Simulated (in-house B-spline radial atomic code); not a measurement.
**RPA and G0W0 on LDA VWN5: the antimony ion Sb⁴⁺**

Configuration [Kr] 4d10 5s1, highest spin, mean-field start LDA VWN5. Computed with an all-electron radial atomic-structure program (B-spline basis): all electrons, non-relativistic, point nucleus, each spin shell either full or empty, empty states to l = 9 with an (l + 1/2)⁻⁴ tail; G0W0 by contour deformation at full frequency.

Without relativity these are model numbers: it shifts the levels of so heavy an element strongly and can reorder them.

Command:
```bash
python run_gw.py task.json out
```
Settings (radii: box in bohr, nucleus in fm):
```
Z                        51
electrons                47
configuration            [Kr] 4d10 5s1
hamiltonian              nr
method                   lda,vwn
lmax                     9
spin_polarised           True
box_radius               11.96
intervals                52
ion_configuration        [Kr] 4d10
```

Run time, properties included: 7.9 s on 1 thread of Arm Neoverse N1, with other jobs on the host.

Energies (hartree):

| term | value |
| --- | --- |
| mean-field total | -6306.98306 |
| Hartree-Fock functional on these orbitals | -6310.17608 |
| direct second order | -4.1772 |
| second-order exchange | 1.1526 |
| SOSEX correction | 1.0726 |

Question: What is the RPA correlation energy, and what remains with SOSEX?

Answer: RPA gives -3.6775 hartree (-2.13 eV per electron); RPA + SOSEX gives -2.6049, and the second-order doubles -3.0246 hartree (no singles). SOSEX takes back 29 % of the RPA value.

Quasi-particle levels (eV):

| level | occupied | mean field | Σx - vxc | Σc | QP weight | G0W0 |
| --- | --- | --- | --- | --- | --- | --- |
| 5s up | yes | -49.02 | -2.81 | ? | ? | ? |
| 4d down | yes | -77.14 | -10.56 | 0.76 | 0.933 | -86.93 |
| 4d up | yes | -77.41 | -10.58 | 0.77 | 0.926 | -87.22 |
| 5s down | no | -47.74 | 8.17 | -2.98 | 0.937 | -42.55 |

G0W0 = mean field + (Σx - vxc) + Σc, with Σc (partial-wave tail included) taken at the quasi-particle energy. Only the outer levels were computed. Levels of low weight are left out.

Question: Where does G0W0 put 5s up?

Answer: At -53.94 eV, with Σc = -2.12 eV and a quasi-particle weight of 0.963. The tabulated removal energy is 55 ± 0.1 eV (NIST, semi-empirical); the calculation leaves out relativity, Breit and QED terms, and what these don't explain is the method's own error.

Question: What does it cost to remove one electron (to [Kr] 4d10) by differences of total energies, each species on its own start (correlation terms add to the Hartree-Fock functional)?

Answer: LDA VWN5 54.14 eV, Hartree-Fock functional 51.50 eV, + RPA 53.67 eV, + RPA + SOSEX 52.90 eV, + second order 53.93 eV. Tabulated: 55 ± 0.1 eV (NIST, semi-empirical); the calculation leaves out relativity, Breit and QED terms, and what these don't explain is the method's own error.
